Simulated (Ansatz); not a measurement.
`CNBS` + `N[SiH](O)F` → `O[SiH](F)NBS` + CH₃NH₂  (ligand exchange at a B–N bond)

Computed with Ansatz on PBE0-D4/def2-TZVP structures; ΔE is electronic, products minus reactants. CBS: MP2 limit from def2 TZ/QZ plus the TZ coupled-cluster correction, frozen cores. This one scheme is used for every species. Functionals use def2-TZVPP. Each species was taken in one conformer, which may not be the lowest.

`CNBS`:

Z-matrix (Å, degrees):
```
C
N 1 1.444
H 1 1.095 2 111.6
H 1 1.094 2 111.6 3 121.2
H 1 1.090 2 109.1 3 -119.4
B 2 1.389 1 125.8 3 119.3
H 2 1.009 1 114.1 3 -60.7
S 6 1.820 2 119.9 1 -180.0
H 6 1.195 2 119.9 1 0.0
H 8 1.339 6 96.2 2 -180.0
```

`N[SiH](O)F`:

```xyz
8

N    -0.344   -1.007   -0.524
Si    0.313    0.496   -0.081
O    -0.398    1.059    1.271
F     1.869    0.203    0.121
H     0.203   -1.670   -1.049
H    -1.330   -1.124   -0.685
H     0.209    1.608   -1.043
H    -0.523    0.435    1.989
```

`O[SiH](F)NBS`:

Z-matrix (Å, degrees):
```
Si
F 1 1.595
N 1 1.725 2 104.0
O 1 1.622 2 112.0 3 -121.4
H 1 1.469 2 108.0 3 122.4
B 3 1.409 1 125.5 2 -169.0
H 3 1.012 1 116.0 2 14.3
H 4 0.959 1 118.9 2 73.2
S 6 1.807 3 120.4 1 -178.2
H 6 1.194 3 119.7 1 2.0
H 9 1.340 6 96.6 3 -180.0
```

CH₃NH₂:

Z-matrix (Å, degrees):
```
C
N 1 1.453
H 1 1.092 2 109.4
H 1 1.100 2 115.4 3 -121.6
H 1 1.092 2 109.4 3 116.8
H 2 1.012 1 110.6 3 62.6
H 2 1.012 1 110.6 3 -179.3
```

```tsv
level	ΔE (kJ/mol)	difference from CCSD(T)/CBS
PBE-D4	17.3	1.1
revPBE-D4	15.1	-1.1
r2SCAN-D4	17.1	0.9
CAM-B3LYP	19.8	3.6
LC-ωPBE	20.1	3.9
CCSD/def2-SVP	12.1	-4.1
HF/def2-TZVPP	13.4	-2.8
MP2/def2-TZVPP	16.2	0.0
SCS-MP2/def2-TZVPP	15.4	-0.8
HF/CBS(def2)	13.5	-2.7
CCSD(T)/CBS	16.2	0
```

Largest T1 diagnostic among the species: 0.012.

At CCSD(T), def2-SVP lies −4.5 kJ/mol from the extrapolated value and def2-TZVPP −1.4 kJ/mol. Leaving LDA and LC-ωPBE aside and taking each functional with its dispersion term where it has one, the values, not all of them listed here, spread over 3.2 kJ/mol, from BHLYP-D4 to CAM-B3LYP-D4. LDA lies +5.5 kJ/mol from PBE without D4.
